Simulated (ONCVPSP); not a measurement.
# Logarithmic derivatives: molybdenum (Mo), ONCV

ONCVPSP 4.0.1 input, shortened (lines: element, Z, core and valence counts, functional; n l f; lmax; l rc ep ncon nbas qcut; lloc lpopt rc5 dvloc0; l nproj debl; icmod fcfact rcfact), LDA (Perdew-Wang 92), scalar-relativistic:

```
  Mo 42.00    7    3  -001012      upf
    1    0    2.00
    2    0    2.00
    2    1    6.00
    3    0    2.00
    3    1    6.00
    3    2   10.00
    4    0    2.00
    4    1    6.00
    4    2    5.50
    5    0    0.50
    3
    0    2.35    0.00    4    8    2.30
    1    2.05    0.00    4    7    6.10
    2    2.45    0.00    4    7    6.20
    3    2.15    0.36    4    8    5.30
    1    5    2.05    0.00
    0    2    3.50
    1    0    2.00
    2    2    3.20
    3    2    0.70
    3    5.50    1.20
```

The phase is arctan(r·R′/R) of the radial function R(r), unwrapped; energies in Ha, scanned from -3 to 5 Ha. A pole is an energy at which the radial function vanishes at the test radius. The pseudo phase is shifted by a multiple of π to meet the all-electron one at the reference energy, and phase errors are pseudo minus all-electron; the curves can meet again beyond the range given. Levels narrower than the energy grid can be missing from the lists of poles.

```json
{"channel": "s", "radius (bohr)": "2.39", "reference energy (Ha)": "-0.15", "poles, all-electron": "-2.28, 1.99", "poles, pseudo": "1.05, 2.05", "unbroken range about the reference energy with phases within 0.05 rad": "-1.7 to 0.8", "phase error 1 Ha above the reference energy (rad)": "-0.062"}
{"channel": "p", "radius (bohr)": "2.08", "reference energy (Ha)": "-1.38", "poles, all-electron": "-1.13, 4.26", "poles, pseudo": "-1.13, 3.45", "unbroken range about the reference energy with phases within 0.05 rad": "below 0.0", "phase error 1 Ha above the reference energy (rad)": "-0.023"}
{"channel": "d", "radius (bohr)": "2.49", "reference energy (Ha)": "-0.12", "poles, all-electron": "0.22, 3.53", "poles, pseudo": "0.22, 3.53", "unbroken range about the reference energy with phases within 0.05 rad": "the whole range", "phase error 1 Ha above the reference energy (rad)": "-0.006"}
{"channel": "f", "radius (bohr)": "2.18", "reference energy (Ha)": "0.36", "poles, all-electron": "2.17", "poles, pseudo": "2.19", "unbroken range about the reference energy with phases within 0.05 rad": "below 2.9", "phase error 1 Ha above the reference energy (rad)": "+0.000"}
```

Note: no bound ghost flagged; GHOST(+) flagged for s at 32.2 eV.

Phases in the s channel:

```tsv
E (Ha)	all-electron	pseudo
-2.98	1.307	-1.795
-2.54	1.155	-1.821
-2.10	-1.755	-1.857
-1.66	-1.867	-1.911
-1.22	-1.973	-2.003
-0.78	-2.172	-2.193
-0.34	-2.723	-2.729
0.10	-3.832	-3.842
0.54	-4.345	-4.378
0.98	-4.533	-4.633
1.42	-4.631	-7.725
1.86	-4.696	-7.826
2.30	-4.750	-7.887
2.74	-4.804	-7.944
3.18	-4.872	-8.014
3.62	-4.988	-8.130
4.06	-5.289	-8.453
4.50	-6.530	-9.943
4.94	-7.403	-10.686
```
